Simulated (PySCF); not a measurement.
## Calculated data, AlH$_{3}$N

Calculation on a computer-drawn molecule: vertical ionisation energy to the stated ion spin, frozen-core CCSD(T) at the basis limit and cheaper methods, single-reference cases, UHF for radicals, no spin-orbit; all values are single points at the evaluated structure, the first of each entry, which is the reference or a displaced copy of it and isn't optimised; the reference structure only sets the zero of the energies above reference; triples share is (T) over the correlation energy. Program: PySCF 2.14.0.

Common to all runs: charge 1; multiplicity 1; ion multiplicity 2; diffuse functions no; basis cc-pV(n+d)Z; reference is the Hartree-Fock double-zeta minimum; best is HF at quadruple zeta + MP2 correlation extrapolated from triple and quadruple zeta + CCSD(T) minus MP2 at triple zeta; basis step is the size of the change from the same recipe one zeta lower.

```json
{"entry": 1, "formula": "AlH3N", "evaluated_structure": {"atoms_angstrom": [["N", -0.061, 2.8796, 0.9595], ["Al", 0.7106, 2.541, -0.4128], ["H", -0.8165, 3.5492, 1.0604], ["H", 0.2713, 2.5431, 1.8763], ["H", 1.22, 2.14, -1.7796]]}, "reference_structure": {"atoms_angstrom": [["N", -0.0312, 2.9083, 0.9518], ["Al", 0.66, 2.4755, -0.5486], ["H", -0.812, 3.5337, 1.0761], ["H", 0.2771, 2.5788, 1.8533], ["H", 1.2822, 2.0862, -1.8995]]}, "given": {"drawn_bonds_atom": [1, 1, 1, 2], "drawn_bonds_other_atom": [2, 3, 4, 5], "drawn_bonds_order": [1, 1, 1, 1]}, "results": {"ionisation_energy_best [eV]": 17.21, "ionisation_energy_basis_step [eV]": 0.04556, "energy_above_reference_best [kcal/mol]": 5.908, "energy_above_reference_basis_step [kcal/mol]": 0.2622, "triple_zeta_method": ["HF", "PBE", "r2SCAN", "B3LYP", "wB97X", "MP2", "CCSD", "CCSD(T)"], "triple_zeta_ionisation_energy [eV]": [15.52, 17.21, 17.04, 17.18, 17.12, 17.17, 16.95, 17.06], "triple_zeta_energy_above_reference [kcal/mol]": [5.333, 6.007, 5.462, 5.501, 5.177, 5.998, 5.856, 6.015], "ionisation_energy_Koopmans_at_triple_zeta [eV]": 17.76, "ionisation_energy_EOM_CCSD_at_triple_zeta [eV]": 17.08, "total_energy_HF_triple_zeta [hartree]": -297.8986, "total_energy_CCSD(T)_triple_zeta [hartree]": -298.1979, "total_energy_best [hartree]": -298.2367, "T1_diagnostic_at_triple_zeta": 0.01092, "D1_diagnostic_at_triple_zeta": 0.02574, "ion_T1_diagnostic_at_triple_zeta": 0.008475, "ion_D1_diagnostic_at_triple_zeta": 0.0193, "ion_spin_squared_at_triple_zeta": 0.758, "triples_share_at_triple_zeta": 0.03204, "basis_functions_triple_zeta": 111}}
{"entry": 2, "formula": "AlH3N", "evaluated_structure": {"atoms_angstrom": [["N", -0.061, 2.8796, 0.9595], ["Al", 0.7819, 2.5096, -0.5398], ["H", -0.8165, 3.5492, 1.0604], ["H", 0.2713, 2.5431, 1.8763], ["H", 1.2913, 2.1086, -1.9066]]}, "reference_structure": {"atoms_angstrom": [["N", -0.0312, 2.9083, 0.9518], ["Al", 0.66, 2.4755, -0.5486], ["H", -0.812, 3.5337, 1.0761], ["H", 0.2771, 2.5788, 1.8533], ["H", 1.2822, 2.0862, -1.8995]]}, "given": {"drawn_bonds_atom": [1, 1, 1, 2], "drawn_bonds_other_atom": [2, 3, 4, 5], "drawn_bonds_order": [1, 1, 1, 1]}, "results": {"ionisation_energy_best [eV]": 16.46, "ionisation_energy_basis_step [eV]": 0.03931, "energy_above_reference_best [kcal/mol]": 1.41, "energy_above_reference_basis_step [kcal/mol]": 0.2081, "triple_zeta_method": ["HF", "PBE", "r2SCAN", "B3LYP", "wB97X", "MP2", "CCSD", "CCSD(T)"], "triple_zeta_ionisation_energy [eV]": [14.71, 16.47, 16.27, 16.42, 16.34, 16.42, 16.17, 16.29], "triple_zeta_energy_above_reference [kcal/mol]": [2.501, 0.8954, 1.52, 1.395, 1.779, 1.321, 1.55, 1.332], "ionisation_energy_Koopmans_at_triple_zeta [eV]": 17.03, "ionisation_energy_EOM_CCSD_at_triple_zeta [eV]": 16.32, "total_energy_HF_triple_zeta [hartree]": -297.9031, "total_energy_CCSD(T)_triple_zeta [hartree]": -298.2053, "total_energy_best [hartree]": -298.2439, "T1_diagnostic_at_triple_zeta": 0.01323, "D1_diagnostic_at_triple_zeta": 0.03409, "ion_T1_diagnostic_at_triple_zeta": 0.008942, "ion_D1_diagnostic_at_triple_zeta": 0.01974, "ion_spin_squared_at_triple_zeta": 0.759, "triples_share_at_triple_zeta": 0.03371, "basis_functions_triple_zeta": 111}}
{"entry": 3, "formula": "AlH3N", "evaluated_structure": {"atoms_angstrom": [["N", -0.061, 2.8796, 0.9595], ["Al", 0.8706, 2.4707, -0.6974], ["H", -0.8165, 3.5492, 1.0604], ["H", 0.2713, 2.5431, 1.8763], ["H", 1.38, 2.0697, -2.0642]]}, "reference_structure": {"atoms_angstrom": [["N", -0.0312, 2.9083, 0.9518], ["Al", 0.66, 2.4755, -0.5486], ["H", -0.812, 3.5337, 1.0761], ["H", 0.2771, 2.5788, 1.8533], ["H", 1.2822, 2.0862, -1.8995]]}, "given": {"drawn_bonds_atom": [1, 1, 1, 2], "drawn_bonds_other_atom": [2, 3, 4, 5], "drawn_bonds_order": [1, 1, 1, 1]}, "results": {"ionisation_energy_best [eV]": 15.64, "ionisation_energy_basis_step [eV]": 0.03196, "energy_above_reference_best [kcal/mol]": 14.23, "energy_above_reference_basis_step [kcal/mol]": 0.8844, "triple_zeta_method": ["HF", "PBE", "r2SCAN", "B3LYP", "wB97X", "MP2", "CCSD", "CCSD(T)"], "triple_zeta_ionisation_energy [eV]": [13.81, 15.67, 15.45, 15.59, 15.49, 15.59, 15.33, 15.46], "triple_zeta_energy_above_reference [kcal/mol]": [17.86, 12.38, 14.61, 14.21, 15.72, 14.18, 14.77, 13.99], "ionisation_energy_Koopmans_at_triple_zeta [eV]": 16.28, "ionisation_energy_EOM_CCSD_at_triple_zeta [eV]": 15.5, "total_energy_HF_triple_zeta [hartree]": -297.8786, "total_energy_CCSD(T)_triple_zeta [hartree]": -298.1851, "total_energy_best [hartree]": -298.2235, "T1_diagnostic_at_triple_zeta": 0.0175, "D1_diagnostic_at_triple_zeta": 0.04867, "ion_T1_diagnostic_at_triple_zeta": 0.009881, "ion_D1_diagnostic_at_triple_zeta": 0.02131, "ion_spin_squared_at_triple_zeta": 0.7613, "triples_share_at_triple_zeta": 0.03617, "basis_functions_triple_zeta": 111}}
{"entry": 4, "formula": "AlH3N", "evaluated_structure": {"atoms_angstrom": [["N", -0.061, 2.8796, 0.9595], ["Al", 0.8893, 2.4625, -0.7307], ["H", -0.8165, 3.5492, 1.0604], ["H", 0.2713, 2.5431, 1.8763], ["H", 1.3987, 2.0615, -2.0975]]}, "reference_structure": {"atoms_angstrom": [["N", -0.0312, 2.9083, 0.9518], ["Al", 0.66, 2.4755, -0.5486], ["H", -0.812, 3.5337, 1.0761], ["H", 0.2771, 2.5788, 1.8533], ["H", 1.2822, 2.0862, -1.8995]]}, "given": {"drawn_bonds_atom": [1, 1, 1, 2], "drawn_bonds_other_atom": [2, 3, 4, 5], "drawn_bonds_order": [1, 1, 1, 1]}, "results": {"ionisation_energy_best [eV]": 15.48, "ionisation_energy_basis_step [eV]": 0.03033, "energy_above_reference_best [kcal/mol]": 18.27, "energy_above_reference_basis_step [kcal/mol]": 1.032, "triple_zeta_method": ["HF", "PBE", "r2SCAN", "B3LYP", "wB97X", "MP2", "CCSD", "CCSD(T)"], "triple_zeta_ionisation_energy [eV]": [13.64, 15.52, 15.29, 15.43, 15.32, 15.44, 15.16, 15.3], "triple_zeta_energy_above_reference [kcal/mol]": [22.48, 16.09, 18.66, 18.21, 19.99, 18.29, 18.92, 18.01], "ionisation_energy_Koopmans_at_triple_zeta [eV]": 16.14, "ionisation_energy_EOM_CCSD_at_triple_zeta [eV]": 15.34, "total_energy_HF_triple_zeta [hartree]": -297.8713, "total_energy_CCSD(T)_triple_zeta [hartree]": -298.1787, "total_energy_best [hartree]": -298.2170, "T1_diagnostic_at_triple_zeta": 0.01861, "D1_diagnostic_at_triple_zeta": 0.05234, "ion_T1_diagnostic_at_triple_zeta": 0.01015, "ion_D1_diagnostic_at_triple_zeta": 0.02182, "ion_spin_squared_at_triple_zeta": 0.7621, "triples_share_at_triple_zeta": 0.03674, "basis_functions_triple_zeta": 111}}
{"entry": 5, "formula": "AlH3N", "evaluated_structure": {"atoms_angstrom": [["N", -0.0896, 2.8702, 0.9135], ["Al", 0.6615, 2.456, -0.58], ["H", -0.7467, 3.5101, 1.1643], ["H", 0.2853, 2.565, 1.7906], ["H", 1.2213, 2.0701, -1.7154]]}, "reference_structure": {"atoms_angstrom": [["N", -0.0312, 2.9083, 0.9518], ["Al", 0.66, 2.4755, -0.5486], ["H", -0.812, 3.5337, 1.0761], ["H", 0.2771, 2.5788, 1.8533], ["H", 1.2822, 2.0862, -1.8995]]}, "given": {"drawn_bonds_atom": [1, 1, 1, 2], "drawn_bonds_other_atom": [2, 3, 4, 5], "drawn_bonds_order": [1, 1, 1, 1]}, "results": {"ionisation_energy_best [eV]": 16.75, "ionisation_energy_basis_step [eV]": 0.03922, "energy_above_reference_best [kcal/mol]": 15.39, "energy_above_reference_basis_step [kcal/mol]": 0.1626, "triple_zeta_method": ["HF", "PBE", "r2SCAN", "B3LYP", "wB97X", "MP2", "CCSD", "CCSD(T)"], "triple_zeta_ionisation_energy [eV]": [15.02, 16.77, 16.57, 16.72, 16.64, 16.7, 16.47, 16.59], "triple_zeta_energy_above_reference [kcal/mol]": [14.52, 16.65, 15.49, 15.17, 15.12, 15.11, 15.33, 15.5], "ionisation_energy_Koopmans_at_triple_zeta [eV]": 17.24, "ionisation_energy_EOM_CCSD_at_triple_zeta [eV]": 16.6, "total_energy_HF_triple_zeta [hartree]": -297.8840, "total_energy_CCSD(T)_triple_zeta [hartree]": -298.1827, "total_energy_best [hartree]": -298.2216, "T1_diagnostic_at_triple_zeta": 0.01171, "D1_diagnostic_at_triple_zeta": 0.02981, "ion_T1_diagnostic_at_triple_zeta": 0.007772, "ion_D1_diagnostic_at_triple_zeta": 0.01569, "ion_spin_squared_at_triple_zeta": 0.7577, "triples_share_at_triple_zeta": 0.03201, "basis_functions_triple_zeta": 111}}
{"entry": 6, "formula": "AlH3N", "evaluated_structure": {"atoms_angstrom": [["N", -0.066, 2.9119, 0.8749], ["Al", 0.5778, 2.4064, -0.5066], ["H", -0.7818, 3.6187, 1.0496], ["H", 0.1893, 2.4602, 1.8037], ["H", 1.2553, 2.0867, -1.8797]]}, "reference_structure": {"atoms_angstrom": [["N", -0.0312, 2.9083, 0.9518], ["Al", 0.66, 2.4755, -0.5486], ["H", -0.812, 3.5337, 1.0761], ["H", 0.2771, 2.5788, 1.8533], ["H", 1.2822, 2.0862, -1.8995]]}, "given": {"drawn_bonds_atom": [1, 1, 1, 2], "drawn_bonds_other_atom": [2, 3, 4, 5], "drawn_bonds_order": [1, 1, 1, 1]}, "results": {"ionisation_energy_best [eV]": 17.17, "ionisation_energy_basis_step [eV]": 0.04652, "energy_above_reference_best [kcal/mol]": 6.846, "energy_above_reference_basis_step [kcal/mol]": 0.2621, "triple_zeta_method": ["HF", "PBE", "r2SCAN", "B3LYP", "wB97X", "MP2", "CCSD", "CCSD(T)"], "triple_zeta_ionisation_energy [eV]": [15.48, 17.16, 16.99, 17.13, 17.07, 17.14, 16.9, 17.01], "triple_zeta_energy_above_reference [kcal/mol]": [6.864, 6.455, 6.307, 6.442, 6.215, 7.053, 6.831, 6.904], "ionisation_energy_Koopmans_at_triple_zeta [eV]": 17.75, "ionisation_energy_EOM_CCSD_at_triple_zeta [eV]": 17.04, "total_energy_HF_triple_zeta [hartree]": -297.8961, "total_energy_CCSD(T)_triple_zeta [hartree]": -298.1964, "total_energy_best [hartree]": -298.2352, "T1_diagnostic_at_triple_zeta": 0.01101, "D1_diagnostic_at_triple_zeta": 0.02539, "ion_T1_diagnostic_at_triple_zeta": 0.008753, "ion_D1_diagnostic_at_triple_zeta": 0.02022, "ion_spin_squared_at_triple_zeta": 0.7584, "triples_share_at_triple_zeta": 0.03238, "basis_functions_triple_zeta": 111}}
{"entry": 7, "formula": "AlH3N", "evaluated_structure": {"atoms_angstrom": [["N", 0.0154, 2.921, 1.0562], ["Al", 0.7245, 2.5032, -0.5979], ["H", -0.8146, 3.407, 1.0805], ["H", 0.2156, 2.6496, 1.8854], ["H", 1.3038, 2.0871, -1.9068]]}, "reference_structure": {"atoms_angstrom": [["N", -0.0312, 2.9083, 0.9518], ["Al", 0.66, 2.4755, -0.5486], ["H", -0.812, 3.5337, 1.0761], ["H", 0.2771, 2.5788, 1.8533], ["H", 1.2822, 2.0862, -1.8995]]}, "given": {"drawn_bonds_atom": [1, 1, 1, 2], "drawn_bonds_other_atom": [2, 3, 4, 5], "drawn_bonds_order": [1, 1, 1, 1]}, "results": {"ionisation_energy_best [eV]": 16.25, "ionisation_energy_basis_step [eV]": 0.03906, "energy_above_reference_best [kcal/mol]": 16.78, "energy_above_reference_basis_step [kcal/mol]": 0.2736, "triple_zeta_method": ["HF", "PBE", "r2SCAN", "B3LYP", "wB97X", "MP2", "CCSD", "CCSD(T)"], "triple_zeta_ionisation_energy [eV]": [14.48, 16.28, 16.07, 16.22, 16.13, 16.2, 15.96, 16.08], "triple_zeta_energy_above_reference [kcal/mol]": [16.56, 17.64, 17.36, 17.14, 17.59, 16.82, 16.96, 16.93], "ionisation_energy_Koopmans_at_triple_zeta [eV]": 16.79, "ionisation_energy_EOM_CCSD_at_triple_zeta [eV]": 16.12, "total_energy_HF_triple_zeta [hartree]": -297.8807, "total_energy_CCSD(T)_triple_zeta [hartree]": -298.1805, "total_energy_best [hartree]": -298.2194, "T1_diagnostic_at_triple_zeta": 0.01403, "D1_diagnostic_at_triple_zeta": 0.03706, "ion_T1_diagnostic_at_triple_zeta": 0.008654, "ion_D1_diagnostic_at_triple_zeta": 0.01969, "ion_spin_squared_at_triple_zeta": 0.7585, "triples_share_at_triple_zeta": 0.03298, "basis_functions_triple_zeta": 111}}
{"entry": 8, "formula": "AlH3N", "evaluated_structure": {"atoms_angstrom": [["N", 0.0154, 2.921, 1.0562], ["Al", 0.7245, 2.5032, -0.5979], ["H", -0.8146, 3.407, 1.0805], ["H", 0.1926, 2.6808, 1.79], ["H", 1.3038, 2.0871, -1.9068]]}, "reference_structure": {"atoms_angstrom": [["N", -0.0312, 2.9083, 0.9518], ["Al", 0.66, 2.4755, -0.5486], ["H", -0.812, 3.5337, 1.0761], ["H", 0.2771, 2.5788, 1.8533], ["H", 1.2822, 2.0862, -1.8995]]}, "given": {"drawn_bonds_atom": [1, 1, 1, 2], "drawn_bonds_other_atom": [2, 3, 4, 5], "drawn_bonds_order": [1, 1, 1, 1]}, "results": {"ionisation_energy_best [eV]": 16.35, "ionisation_energy_basis_step [eV]": 0.03981, "energy_above_reference_best [kcal/mol]": 48.62, "energy_above_reference_basis_step [kcal/mol]": 0.0244, "triple_zeta_method": ["HF", "PBE", "r2SCAN", "B3LYP", "wB97X", "MP2", "CCSD", "CCSD(T)"], "triple_zeta_ionisation_energy [eV]": [14.6, 16.4, 16.18, 16.34, 16.25, 16.3, 16.07, 16.19], "triple_zeta_energy_above_reference [kcal/mol]": [47.64, 50.55, 49.39, 49.08, 49.65, 49.05, 48.99, 49.16], "ionisation_energy_Koopmans_at_triple_zeta [eV]": 16.89, "ionisation_energy_EOM_CCSD_at_triple_zeta [eV]": 16.23, "total_energy_HF_triple_zeta [hartree]": -297.8312, "total_energy_CCSD(T)_triple_zeta [hartree]": -298.1291, "total_energy_best [hartree]": -298.1687, "T1_diagnostic_at_triple_zeta": 0.01377, "D1_diagnostic_at_triple_zeta": 0.03615, "ion_T1_diagnostic_at_triple_zeta": 0.008484, "ion_D1_diagnostic_at_triple_zeta": 0.01966, "ion_spin_squared_at_triple_zeta": 0.758, "triples_share_at_triple_zeta": 0.03212, "basis_functions_triple_zeta": 111}}
```
